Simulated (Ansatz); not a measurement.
Breaking the C5–H7 bond in C2H5Al (SMILES C=[CH][AlH2]) (multiplicity 1 held, fragments rigid). Energies count from the point at 1.087 Å.
Geometry at that point (charge 0, multiplicity 1):
```xyz
8

Al    -0.136     0.163     1.163
H     -0.815     1.591     1.218
H      0.178    -0.644     2.486
C      0.292    -0.552    -0.590
C      0.018     0.145    -1.699
H      0.759    -1.526    -0.730
H      0.242    -0.220    -2.698
H     -0.448     1.126    -1.658
```

R- and RO- levels are restricted; in cc, def2 and unpolarised 6-31G sets they are followed outwards from rest. U- levels take the lowest unrestricted solution at each point, which mixes spins at long bonds. Active spaces are followed from a long bond inwards. Levels need not reach the same state.

Cores are frozen in the correlated methods.

Programs: Ansatz (a quantum-chemistry and plane-wave program). Each number belongs to the level named beside it.

Energies in kJ/mol.

| R (Å) | R-B3LYP/cc-pV(T+d)Z | R-MP2/cc-pV(T+d)Z | U-MP2/cc-pV(T+d)Z | U-SCS-MP2/cc-pV(T+d)Z | FIC-MRCISD on CASSCF(2,2)/cc-pV(T+d)Z | FIC-MRCISD+Q on CASSCF(2,2)/cc-pV(T+d)Z |
|---|---|---|---|---|---|---|
| 0.870 | 119 | 121 | 121 | 121 | 121 | 121 |
| 0.979 | 23 | 23 | 23 | 24 | 24 | 24 |
| 1.087 | 0 | 0 | 0 | 0 | 0 | 0 |
| 1.196 | 16 | 17 | 17 | 16 | 16 | 16 |
| 1.305 | 52 | 54 | 54 | 54 | 52 | 52 |
| 1.468 | 121 | 127 | 127 | 127 | 122 | 122 |
| 1.631 | 194 | 204 | 230 | 231 | 195 | 194 |
| 1.903 | 304 | 321 | 395 | 404 | 298 | 298 |
| 2.175 | 393 | 415 | 457 | 469 | 372 | 372 |
| 2.501 | 473 | 498 | 485 | 497 | 426 | 427 |
| 2.936 | 546 | 566 | 496 | 508 | 457 | 459 |
| 3.480 | 602 | 601 | 499 | 511 | 468 | 470 |

Doubts at one or more of the structures used: a restricted determinant that unrestricted orbitals would lower (R-B3LYP/cc-pV(T+d)Z, R-MP2/cc-pV(T+d)Z); a spin-contaminated determinant (U-MP2/cc-pV(T+d)Z, U-SCS-MP2/cc-pV(T+d)Z).
